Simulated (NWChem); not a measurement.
System: CH5FSi; SMILES FC[SiH3]

The following NWChem deck was run.

```
start job
memory heap 200 mb stack 900 mb global 1100 mb
geometry units angstroms noautoz
  F     -0.418908     1.623901     0.000000
  C      0.615566     0.689004     0.000000
  Si    -0.117440    -1.078053     0.000000
  H      1.258818     0.849902    -0.895950
  H      1.258818     0.849902     0.895950
  H     -0.964479    -1.272114     1.224735
  H     -0.964479    -1.272114    -1.224735
  H      1.007402    -2.078930     0.000000
end
basis spherical
  * library 6-31+g*
end
dft
  xc b3lyp
  iterations 150
end
tddft
  nroots 8
end
task tddft energy
```

Output (shortened):

```
             Northwest Computational Chemistry Package (NWChem) 7.3.0
             --------------------------------------------------------

 CS  symmetry detected

                             Geometry "geometry" -> ""
                             -------------------------

 Output coordinates in angstroms (scale by  1.889725989 to convert to a.u.)

  No.       Tag          Charge          X              Y              Z
 ---- ---------------- ---------- -------------- -------------- --------------
    1 F                    9.0000    -0.38484927     1.60990955     0.00000000
    2 C                    6.0000     0.63175376     0.65561025     0.00000000
    3 Si                  14.0000    -0.13454927    -1.09726394     0.00000000
    4 H                    1.0000     1.27793442     0.80431077    -0.89595000
    5 H                    1.0000     1.27793442     0.80431077     0.89595000
    6 H                    1.0000    -0.98510783    -1.27526640     1.22473500
    7 H                    1.0000    -0.98510783    -1.27526640    -1.22473500
    8 H                    1.0000     0.97115741    -2.11924096     0.00000000

 Effective nuclear repulsion energy (a.u.)     108.7285530464

      Symmetry information
      --------------------

 Group name             Cs
 Group number              2
 Group order               2
 No. of unique centers     6

                                 NWChem DFT Module
                                 -----------------

 Summary of "ao basis" -> "ao basis" (spherical)
 ------------------------------------------------------------------------------
       Tag                 Description            Shells   Functions and Types
 ---------------- ------------------------------  ------  ---------------------
 F                          6-31+g*                  8       18   4s3p1d
 C                          6-31+g*                  8       18   4s3p1d
 Si                         6-31+g*                 10       22   5s4p1d
 H                          6-31+g*                  2        2   2s

      Symmetry analysis of basis
      --------------------------

        a'         48
        a"         20

            General Information
            -------------------
          SCF calculation type: DFT
          Wavefunction type:  closed shell.
          No. of atoms     :     8
          No. of electrons :    34
           Alpha electrons :    17
            Beta electrons :    17
          Charge           :     0
          Spin multiplicity:     1
          Use of symmetry is: off; symmetry adaption is: on
          Maximum number of iterations: 150
          AO basis - number of functions:    68
                     number of shells:    36
          Convergence on energy requested:  1.00D-06
          Convergence on density requested:  1.00D-05
          Convergence on gradient requested:  5.00D-04

              XC Information
              --------------
                         B3LYP Method XC Potential
                     Hartree-Fock (Exact) Exchange  0.200
                        Slater Exchange Functional  0.800 local
                    Becke 1988 Exchange Functional  0.720 non-local
              Lee-Yang-Parr Correlation Functional  0.810
                  VWN I RPA Correlation Functional  0.190 local

             Grid Information
             ----------------
          Grid used for XC integration:  medium
          Radial quadrature: Mura-Knowles
          Angular quadrature: Lebedev.
          Tag              B.-S. Rad. Rad. Pts. Rad. Cut. Ang. Pts.
          ---              ---------- --------- --------- ---------
          F                   0.50       49          11.0       434
          C                   0.70       49          12.0       434
          Si                  1.10       88          11.0       590
          H                   0.35       45          11.0       434
          Grid pruning is: on
          Number of quadrature shells:   411
          Spatial weights used:  Erf1

      Superposition of Atomic Density Guess
      -------------------------------------

 Sum of atomic energies:        -428.35068832

      Non-variational initial energy
      ------------------------------

 Total energy =    -429.287838
 1-e energy   =    -808.537957
 2-e energy   =     270.521566
 HOMO         =      -0.345323
 LUMO         =       0.037684

      Symmetry analysis of molecular orbitals - initial
      -------------------------------------------------

  Numbering of irreducible representations:

     1 a'          2 a"

  Orbital symmetries:

     1 a'          2 a'          3 a'          4 a'          5 a"
     6 a'          7 a'          8 a'          9 a'         10 a'
    11 a'         12 a"         13 a'         14 a"         15 a'
    16 a"         17 a'         18 a'         19 a'         20 a'
    21 a"         22 a'         23 a'         24 a"         25 a"
    26 a'         27 a'

 !! scf_movecs_sym_adapt:    6 vectors were symmetry contaminated

  Symmetry fudging

   convergence    iter        energy       DeltaE   RMS-Dens  Diis-err
 ---------------- ----- ----------------- --------- --------- ---------
 d= 0,ls=0.0,diis     1   -430.3835572918 -5.39D+02  1.29D-02  4.24D-01

 !! scf_movecs_sym_adapt:    4 vectors were symmetry contaminated

  Symmetry fudging
 d= 0,ls=0.0,diis     2   -430.3673440649  1.62D-02  6.37D-03  7.62D-01
 d= 0,ls=0.0,diis     3   -430.4342653835 -6.69D-02  1.06D-03  1.96D-02
 d= 0,ls=0.0,diis     4   -430.4356315821 -1.37D-03  4.72D-04  1.70D-03
 d= 0,ls=0.0,diis     5   -430.4358172159 -1.86D-04  1.33D-04  1.15D-04
  Resetting Diis
 d= 0,ls=0.0,diis     6   -430.4358330531 -1.58D-05  2.50D-05  1.91D-06
 d= 0,ls=0.0,diis     7   -430.4358333804 -3.27D-07  7.12D-06  7.27D-08

         Total DFT energy =     -430.435833380442
      One electron energy =     -810.835475704617
           Coulomb energy =      310.318656691138
    Exchange-Corr. energy =      -38.647567413354
 Nuclear repulsion energy =      108.728553046392

 Numeric. integr. density =       34.000004331406

                  Occupations of the irreducible representations
                  ----------------------------------------------

                     irrep           alpha         beta
                     --------     --------     --------
                     a'               13.0         13.0
                     a"                4.0          4.0

                       DFT Final Molecular Orbital Analysis
                       ------------------------------------

 Vector   15  Occ=2.000000D+00  E=-3.590673D-01  Symmetry=a'
              MO Center=  1.3D-01, -1.5D+00, -1.1D-17, r^2= 2.3D+00
   Bfn.  Coefficient  Atom+Function         Bfn.  Coefficient  Atom+Function
  ----- ------------  ---------------      ----- ------------  ---------------
    43      0.384725  3 Si px                68      0.310448  8 H  s
    67      0.273308  8 H  s                 64     -0.162136  6 H  s
    66     -0.162136  7 H  s                 39     -0.158192  3 Si px
    63     -0.146495  6 H  s                 65     -0.146495  7 H  s
    44     -0.141171  3 Si py                 4     -0.070546  1 F  py

[...]

                                NWChem TDDFT Module
                                -------------------

            General Information
            -------------------
           No. of orbitals :     136
            Alpha orbitals :      68
             Beta orbitals :      68
        Alpha frozen cores :       0
         Beta frozen cores :       0
     Alpha frozen virtuals :       0
      Beta frozen virtuals :       0
         Spin multiplicity :       1
    Number of AO functions :      68
        Use of symmetry is : off
      Symmetry adaption is : on
         Schwarz screening :  0.10D-07

              XC Information
              --------------
                  B3LYP Method XC Potential
              Hartree-Fock (Exact) Exchange   0.20
                 Slater Exchange Functional   0.80 local
             Becke 1988 Exchange Functional   0.72 non-local
       Lee-Yang-Parr Correlation Functional   0.81
           VWN I RPA Correlation Functional   0.19 local

             TDDFT Information
             -----------------
          Calculation type : TDDFT
         Wavefunction type : Restricted singlets & triplets
          No. of electrons :      34
           Alpha electrons :      17
            Beta electrons :      17
              No. of roots :       8
          Max subspacesize :    5600
            Max iterations :     100
               Target root :       1
           Target symmetry : none
      Symmetry restriction : off
                 Algorithm : Optimal
        Davidson threshold :  0.10D-03

    8 smallest eigenvalue differences (eV)
--------------------------------------------------------
  No. Spin  Occ  Vir  Irrep   E(Occ)    E(Vir)   E(Diff)
--------------------------------------------------------
    1    1   17   18 a'       -0.314    -0.010     8.264
    2    1   17   19 a'       -0.314     0.009     8.790
    3    1   17   20 a'       -0.314     0.014     8.932
    4    1   16   18 a"       -0.346    -0.010     9.131
    5    1   17   21 a"       -0.314     0.034     9.453
    6    1   15   18 a'       -0.359    -0.010     9.496
    7    1   17   22 a'       -0.314     0.039     9.596
    8    1   16   19 a"       -0.346     0.009     9.657
--------------------------------------------------------

  Entering Davidson iterations
  Restricted singlet excited states

  Iter   NTrls   NConv    DeltaV     DeltaE      Time
  ----  ------  ------  ---------  ---------  ---------
    1      8       0     0.13E+00   0.10+100       12.7
    2     24       0     0.38E-01   0.63E-02       14.1
    3     40       0     0.16E-01   0.52E-03       11.6
    4     56       0     0.38E-01   0.37E-02       12.5
    5     72       0     0.11E-01   0.13E-02       15.4
    6     88       0     0.65E-02   0.77E-04       13.1
    7    104       1     0.22E-02   0.80E-04       13.1
    8    118       6     0.91E-03   0.36E-05       11.1
    9    122       6     0.41E-03   0.21E-06        6.6
   10    126       6     0.16E-03   0.29E-07        7.1
   11    130       8     0.70E-04   0.46E-08        7.0
  ----  ------  ------  ---------  ---------  ---------
  Convergence criterion met

  Ground state a'       -430.435833380442 a.u.

  ----------------------------------------------------------------------------
  Root   1 singlet a'             0.270143195 a.u.                7.3510 eV
  ----------------------------------------------------------------------------
     Transition Moments    X  0.42241   Y  0.35538   Z  0.00000
     Dipole Oscillator Strength                    0.0548797577
     Electric Quadrupole                           0.0000002376
     Magnetic Dipole                               0.0000003905
     Total Oscillator Strength                     0.0548803858

     Occ.   17  a'  ---  Virt.   18  a'   0.98569 X
     Occ.   17  a'  ---  Virt.   20  a'   0.13843 X
  ----------------------------------------------------------------------------
  Root   2 singlet a'             0.283505635 a.u.                7.7146 eV
  ----------------------------------------------------------------------------
     Transition Moments    X  0.00499   Y -0.05426   Z -0.00000
     Dipole Oscillator Strength                    0.0005611974
     Electric Quadrupole                           0.0000000073
     Magnetic Dipole                               0.0000003309
     Total Oscillator Strength                     0.0005615356

     Occ.   15  a'  ---  Virt.   18  a'   0.09191 X
     Occ.   17  a'  ---  Virt.   18  a'  -0.14188 X
     Occ.   17  a'  ---  Virt.   19  a'   0.30023 X
     Occ.   17  a'  ---  Virt.   20  a'   0.92720 X
     Occ.   17  a'  ---  Virt.   23  a'  -0.05693 X
     Occ.   17  a'  ---  Virt.   31  a'  -0.05900 X
  ----------------------------------------------------------------------------
  Root   3 singlet a'             0.297956520 a.u.                8.1078 eV
  ----------------------------------------------------------------------------
     Transition Moments    X -0.40408   Y -0.85711   Z  0.00000
     Dipole Oscillator Strength                    0.1783616741
     Electric Quadrupole                           0.0000002368
     Magnetic Dipole                               0.0000000902
     Total Oscillator Strength                     0.1783620010

     Occ.   15  a'  ---  Virt.   20  a'   0.08331 X
     Occ.   16  a"  ---  Virt.   24  a"  -0.05159 X
     Occ.   17  a'  ---  Virt.   19  a'  -0.93322 X
     Occ.   17  a'  ---  Virt.   20  a'   0.29581 X
     Occ.   17  a'  ---  Virt.   22  a'  -0.12890 X
     Occ.   17  a'  ---  Virt.   23  a'  -0.08821 X
  ----------------------------------------------------------------------------
  Root   4 singlet a"             0.300148974 a.u.                8.1675 eV
  ----------------------------------------------------------------------------
     Transition Moments    X  0.00000   Y  0.00000   Z  0.09004
     Dipole Oscillator Strength                    0.0016223417
     Electric Quadrupole                           0.0000003430
     Magnetic Dipole                               0.0000030965
     Total Oscillator Strength                     0.0016257812

     Occ.   16  a"  ---  Virt.   18  a'  -0.98123 X
     Occ.   16  a"  ---  Virt.   19  a'  -0.09053 X
     Occ.   16  a"  ---  Virt.   20  a'  -0.08290 X
     Occ.   17  a'  ---  Virt.   24  a"   0.07836 X
  ----------------------------------------------------------------------------
  Root   5 singlet a'             0.313912858 a.u.                8.5420 eV
  ----------------------------------------------------------------------------
     Transition Moments    X -0.39344   Y  0.24052   Z  0.00000
     Dipole Oscillator Strength                    0.0445011609
     Electric Quadrupole                           0.0000004197
     Magnetic Dipole                               0.0000048563
     Total Oscillator Strength                     0.0445064369

     Occ.   15  a'  ---  Virt.   18  a'   0.96471 X
     Occ.   15  a'  ---  Virt.   20  a'  -0.13909 X
     Occ.   15  a'  ---  Virt.   22  a'  -0.05804 X
     Occ.   15  a'  ---  Virt.   23  a'  -0.05884 X
     Occ.   15  a'  ---  Virt.   27  a'   0.05106 X
     Occ.   16  a"  ---  Virt.   24  a"  -0.05318 X
     Occ.   17  a'  ---  Virt.   20  a'  -0.08790 X
     Occ.   17  a'  ---  Virt.   22  a'   0.13360 X
     Occ.   17  a'  ---  Virt.   26  a'   0.05437 X
  ----------------------------------------------------------------------------
  Root   6 singlet a"             0.315540620 a.u.                8.5863 eV
  ----------------------------------------------------------------------------
     Transition Moments    X  0.00000   Y -0.00000   Z  0.45879
     Dipole Oscillator Strength                    0.0442786696
     Electric Quadrupole                           0.0000000992
     Magnetic Dipole                               0.0000001901
     Total Oscillator Strength                     0.0442789589

     Occ.   16  a"  ---  Virt.   18  a'  -0.05662 X
     Occ.   16  a"  ---  Virt.   19  a'   0.15002 X
     Occ.   17  a'  ---  Virt.   21  a"   0.96925 X
     Occ.   17  a'  ---  Virt.   24  a"   0.08152 X
     Occ.   17  a'  ---  Virt.   25  a"   0.14790 X
  ----------------------------------------------------------------------------
  Root   7 singlet a"             0.317417650 a.u.                8.6374 eV
  ----------------------------------------------------------------------------
     Transition Moments    X -0.00000   Y  0.00000   Z -0.12353
     Dipole Oscillator Strength                    0.0032288883
     Electric Quadrupole                           0.0000000730
     Magnetic Dipole                               0.0000019720
     Total Oscillator Strength                     0.0032309333

[...]
```

Level: B3LYP/6-31+G* (spherical d), full TDDFT. The geometry was optimised at PBE-D3(BJ)/def2-SVP. B3LYP is NWChem's, with the RPA form of VWN correlation.
